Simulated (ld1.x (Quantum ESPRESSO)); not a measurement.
**tungsten (W): one change to an RRKJ potential, before and after**

```
Element                 : W
Generator               : ld1.x (Quantum ESPRESSO) 7.5
Type                    : norm-conserving RRKJ (Kleinman–Bylander form)
Functional              : LDA (PZ)
Relativity              : scalar-relativistic
Frozen core             : [Kr] 4d10 4f14
Valence charge          : 14
Reference configuration : 5s2 5p6 5d4 6s2 6p0
Partial waves           : 5p (bound): rc 2.10 bohr; 5d (bound): rc 2.55 bohr; 5s (bound): rc 1.00 bohr
Local potential         : the s channel
Core correction         : none
```

Occupied shells without a wave of their own: 6s. They enter only through the test configuration that unscreens the potential.

Change: wave 5d (bound): rc 2.55 bohr becomes 5d (bound): rc 3.92 bohr.

Cutoffs: the cutoffs (Ry, on a coarse ladder) from which the occupation-weighted sum of valence levels, in a spherical-Bessel basis at the reference potential, stays within 10 and 1 mRy of its value at 400 Ry; they do not see the model core or the augmentation charge, which bear on the density cutoff. Errors are all-electron minus pseudo energies relative to the spin-unpolarised reference configuration.

Problem. How do hardness, ghosts and transferability respond?

Solution. The potential gets neither clearly harder nor softer (110 Ry and 200 Ry → 110 Ry and 200 Ry); a bound ghost appears in d, which as a rule spoils a file; of the 9 tests that both files solve, the error grows in 6 and shrinks in 1 by more than 15 % and 0.3 meV (median size 106.4 → 264.2 meV).

```csv
quantity,base,changed
"cutoff, loose",110 Ry,110 Ry
"cutoff, tight",200 Ry,200 Ry
loose cutoff by channel (10 mRy a level),"p 21 Ry, d 18 Ry, s 100 Ry","p 21 Ry, d 8 Ry, s 100 Ry"
bound ghosts,none,d
"largest miss of a reference level, eV",0.08,0.08
"error for 5s2 5p6 5d4 6s1 6p0, meV [ΔE 9.13 eV]",-106,-134
"error for 5s2 5p6 5d4 6s0 6p0, meV [ΔE 25.16 eV]",-260,-444
"error for 5s2 5p6 5d3 6s0 6p0, meV [ΔE 50.86 eV]",-364,-375
"error for 5s2 5p6 5d4 6s1.5 6p0, meV [ΔE 3.74 eV]",-48,-53
"error for 5s2 5p6 5d3 6s2 6p1, meV [ΔE 4.10 eV]",+82,+264
"error for 5s2 5p6 5d4 6s1 6p1, meV [ΔE 4.57 eV]",-40,-52
"error for 5s2 5p6 5d5 6s1 6p0, meV [ΔE 1.55 eV]",-69,+43
"error for 5s2 5p6 5d4 6s2 6p0 (spin-polarised), meV [ΔE -1.93 eV]",+229,+437
"error for 5s2 5p6 5d4 6s1 6p0 (spin-polarised), meV [ΔE 6.05 eV]",+186,+563
```

Base: The 6s level has no wave, so the channel is fitted at the deeper level alone: the likely source of the large errors. Changed file: The 6s level has no wave, so the channel is fitted at the deeper level alone: the likely source of the large errors. A true bound ghost makes a file unfit for plane-wave use even where its test errors are small: the radial tests pick states by their node count and pass the ghost by.
